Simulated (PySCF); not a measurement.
## C5H6Cl2O2: core ionisation energies

C₅H₆Cl₂O₂.
SMILES with atom numbers: `[O:1]=[C:2]1[CH2:3][C@@H:4]([Cl:5])[C@@H:6]([Cl:7])[CH2:8][O:9]1`

Computed with PySCF 2.14.0, delta-SCF UKS SCAN, pcX-2 on the ionised atom, pcseg-1 elsewhere, spin-free X2C. Binding energies are ΔSCF values: E(core-ionised, relaxed orbitals) − E(ground state) at a fixed geometry, referred to the vacuum level.

Task: List the computed XPS lines with their assignment.

Result: 
| atom(s) | environment | level | binding energy (eV) | 2p1/2 (eV) | above the level's lowest (eV) | count |
| --- | --- | --- | --- | --- | --- | --- |
| Cl7 | alkyl chlorine | Cl 1s | 2829.02 | – | +0.12 | 1 |
| Cl5 | alkyl chlorine | Cl 1s | 2828.90 | – | 0.00 | 1 |
| O9 | ester single-bonded oxygen | O 1s | 539.76 | – | +1.92 | 1 |
| O1 | ester carbonyl oxygen | O 1s | 537.84 | – | 0.00 | 1 |
| C2 | ester carbonyl carbon | C 1s | 295.03 | – | +3.20 | 1 |
| C8 | sp3 carbon bound to oxygen | C 1s | 293.42 | – | +1.59 | 1 |
| C6 | sp3 C–Cl carbon | C 1s | 293.19 | – | +1.36 | 1 |
| C4 | sp3 C–Cl carbon | C 1s | 293.17 | – | +1.34 | 1 |
| C3 | sp3 carbon next to a carbonyl | C 1s | 291.83 | – | 0.00 | 1 |
| Cl7 | alkyl chlorine | Cl 2p3/2 | 206.43 | 208.08 | +0.13 | 1 |
| Cl5 | alkyl chlorine | Cl 2p3/2 | 206.30 | 207.96 | 0.00 | 1 |

The listed C 1s values span 3.20 eV, from C3 (bonded to 2 C and 2 H) to C2 (bonded to O (double bond), O and C). Summing the Pauling electronegativity differences to the bonded atoms, each weighted by its formal bond order, gives -0.70 for the lowest site and +2.67 for the highest; no listed site has a larger sum than the highest. The values 293.17 and 293.19 eV lie too close for their order to be trusted.

Lowest listed O 1s: O1, bonded to C (double bond). Highest, 1.92 eV above it: O9, bonded to 2 C.

The 2 Cl 1s values lie within 0.12 eV of each other; Gaussian lines of 0.5 eV full width would blend them into one maximum.

The 2 Cl 2p3/2 values lie within 0.13 eV of each other.

Task: Give the binding energy of C 1s of C2 in hartree and in kJ/mol.

Result: 295.03 eV = 10.8422 Eh = 28466 kJ/mol.

The 2p values aren't plain energy differences: one relaxed spin-free 2p hole is combined with a matrix within the shell (ground-state 2p orbital-energy differences and spin–orbit coupling). 2p3/2, the mean of its two sublevels, lies a third of the splitting below the shell's mean and 2p1/2 two thirds above it; the statistical areas are 2:1. 2p1/2 minus 2p3/2 (ligand field included): Cl 1.65 eV. Geometry: PBE0-D3(BJ)/def2-SVP, one conformer, isolated molecule.

Hardware: one thread of an x86-64 server, shared host. Cost: 1.8 min.
